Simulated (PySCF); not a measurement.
# Radial density of Ho²⁺ (holmium, charge +2)

r2SCAN, [Xe] 4f11, one real determinant. Calculation: PySCF 2.14, in x2c-TZVPPall with one added diffuse shell each of s, p, d, f type (12s8p8d5f2g, 129 functions); scalar relativity by spin-free X2C-1e.

| r (bohr) | 4πr²ρ (e/bohr) | 4πr²(ρα − ρβ) |
| --- | --- | --- |
| 0.0249 | 79.40 | 0.0030 |
| 0.0419 | 97.45 | 0.0053 |
| 0.0706 | 118.1 | 0.0022 |
| 0.119 | 90.23 | 0.0614 |
| 0.200 | 103.3 | 0.6345 |
| 0.336 | 47.73 | 2.6096 |
| 0.565 | 53.21 | 3.8420 |
| 0.950 | 17.97 | 2.0313 |
| 1.60 | 7.283 | 0.4059 |
| 2.69 | 0.7126 | 0.0044 |
| 4.52 | 0.006633 | 0.0000 |
| 7.60 | 3.274e-05 | 0.0000 |

Densities and radii are taken from the X2C orbitals without a picture-change correction, which distorts them close to the nucleus.

⟨L²⟩ = 34.01 against 42 for a pure I term, so this real determinant mixes terms. Spin-orbit coupling, absent here, splits the open shell strongly.
